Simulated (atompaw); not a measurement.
# iridium: variants of one PAW (atompaw) potential

Base potential:

* Element: Ir
* Generator: atompaw 4.2.0.5
* Type: PAW
* Functional: PBEsol
* Relativity: scalar-relativistic
* Frozen core: [Kr] 4d10
* Valence charge: 31
* Reference configuration: 4f14 5s2 5p6 5d8 6s1 6p0
* Partial waves: 5s (bound); 6s (bound); 5p (bound); 6p (bound, empty); 5d (bound); 5d channel at 0.35 Ry; 4f (bound); 4f channel at -2.7 Ry
* Local potential: troulliermartins scheme with l = 4 at 0 Ry, radius 2.15 bohr
* Core correction: smooth core density matched at 2.05 bohr
* Augmentation charge: sinc compensation charge, radius 1.75 bohr; PAW radius 2.35 bohr; waves and projectors: bloechl

Cutoffs, loose and tight: the cutoffs (Ry, on a coarse ladder) from which the occupation-weighted sum of valence levels, in a spherical-Bessel basis at the reference potential, stays within 10 and 1 mRy of its value at 400 Ry. They see the waves, projectors and local potential, not the compensation charge or the core. A dash means not determined.

A true bound ghost makes a file unfit for plane-wave use even where its test errors are small: the radial tests pick states by their node count and pass the ghost by.

| change | outcome | cutoff, loose | cutoff, tight | bound ghosts |
| --- | --- | --- | --- | --- |
| base | generated | 60 Ry | 70 Ry | none |
| functional LDA (PW92) | generated | 60 Ry | 70 Ry | none |
| waves 5s (bound): rc 1.80 bohr; 6s (bound): rc 1.70 bohr; 5p (bound): rc 1.45 bohr; 6p (bound): rc 2.35 bohr; 5d (bound): rc 2.35 bohr; 5d channel at 0.35 Ry: rc 2.35 bohr; 4f (bound): rc 0.85 bohr; 4f channel at -2.7 Ry: rc 0.85 bohr; augmentation sinc compensation charge, radius 1.75 bohr; PAW radius 2.35 bohr; waves and projectors: custom rrkj gramschmidtortho | generated | 300 Ry | over 300 Ry | none |
| local potential troulliermartins scheme with l = 4 at 0 Ry, radius 2.10 bohr | generated | 60 Ry | 80 Ry | none |
| augmentation sinc compensation charge, radius 2.24 bohr; PAW radius 2.35 bohr; waves and projectors: bloechl | generated | 60 Ry | 70 Ry | none |
| wave 5d channel at 0.35 Ry becomes 5d channel at 0.61 Ry | generated | 60 Ry | 70 Ry | none |
| reference 4f14 5s2 5p6 5d7 6s0 6p0 | generated | 60 Ry | 80 Ry | none |
| all radii scaled by about 1.31 (s 2.36, p 1.90, d 3.08, f 1.12 bohr); local potential troulliermartins scheme with l = 4 at 0 Ry, radius 2.82 bohr; augmentation sinc compensation charge, radius 2.28 bohr; PAW radius 3.08 bohr; waves and projectors: bloechl; core correction smooth core density matched at 2.68 bohr | generated | 30 Ry | 40 Ry | none |
| core correction smooth core density matched at 1.72 bohr | generated | 60 Ry | 70 Ry | none |
| core [Xe] 4f14, valence charge 9; reference 5d7 6s0 6p0; waves now 6s (bound); 6s channel at 3 Ry; 6p (bound); 6p channel at 1.55 Ry; 5d (bound); 5d channel at -1.35 Ry; local potential troulliermartins scheme with l = 3 at 0 Ry, radius 2.15 bohr; core correction smooth core density matched at 2.40 bohr; augmentation sinc compensation charge, radius 2.25 bohr; PAW radius 2.95 bohr; waves and projectors: bloechl | generated | 35 Ry | 40 Ry | s |
